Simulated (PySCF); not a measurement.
Species: C5H3N2 (charge -1).
Bonds: C1–C2 (triple), C2–C3, C3–C4 (aromatic), C4–N5 (aromatic), N5–C6 (aromatic), C6–N7 (aromatic), C3–N7 (aromatic). Hydrogens: H8 on C1; H9 on C4; H10 on C6.

Structure optimised with GFN2-xTB, isolated species.

Problem. List the bond lengths and angles at this level.

Solution. 
```json
{"bond": "C1≡C2", "length (Å)": "1.206"}
{"bond": "C2–C3", "length (Å)": "1.399"}
{"bond": "C3–C4", "length (Å)": "1.392"}
{"bond": "C4–N5", "length (Å)": "1.349"}
{"bond": "N5–C6", "length (Å)": "1.340"}
{"bond": "C6–N7", "length (Å)": "1.325"}
{"bond": "C3–N7", "length (Å)": "1.373"}
{"bond": "C1–H8", "length (Å)": "1.051"}
{"bond": "C4–H9", "length (Å)": "1.081"}
{"bond": "C6–H10", "length (Å)": "1.083"}
```

A selection of angles:
```json
{"angle": "C2–C1–H8", "degrees": "179.3"}
{"angle": "C1–C2–C3", "degrees": "178.0"}
{"angle": "C2–C3–C4", "degrees": "127.8"}
{"angle": "C2–C3–N7", "degrees": "124.1"}
{"angle": "C4–C3–N7", "degrees": "108.2"}
{"angle": "C3–C4–N5", "degrees": "109.4"}
{"angle": "C3–C4–H9", "degrees": "128.7"}
{"angle": "N5–C4–H9", "degrees": "121.9"}
{"angle": "C4–N5–C6", "degrees": "102.9"}
{"angle": "N5–C6–N7", "degrees": "116.7"}
{"angle": "N5–C6–H10", "degrees": "121.6"}
{"angle": "N7–C6–H10", "degrees": "121.7"}
{"angle": "C3–N7–C6", "degrees": "102.9"}
```

The C–N distances run from 1.325 Å (C6–N7, aromatic) to 1.373 Å (C3–N7, aromatic), a spread of 0.048 Å. C4 (aromatic CH next to a ring nitrogen) is planar (angles 128.7°, 121.9° and 109.4°, sum 360.0°, 0.00 Å off the plane of its three neighbours). The 5-membered ring C3–C4–N5–C6–N7 has internal angles of 102.9° to 116.7° (sum 540°, against 540° for a flat polygon); it is planar, 0.00 Å rms from its mean plane, widest ring torsion 0°. N7 (ring nitrogen) is bent (angle 102.9°). The 7 heavy atoms lie in one plane (0.002 Å rms). The C–C distances run from 1.206 Å (C1≡C2, drawn triple) to 1.399 Å (C2–C3, drawn single), a spread of 0.193 Å. C3 (substituted aromatic carbon) is planar (angles 127.8°, 124.1° and 108.2°, sum 360.0°, 0.00 Å off the plane of its three neighbours).

Point group: Cs (tolerance 0.08 Å). No GFN2-xTB frequencies stand behind this structure, so it isn't proved a minimum.

All values are computed, not measured.
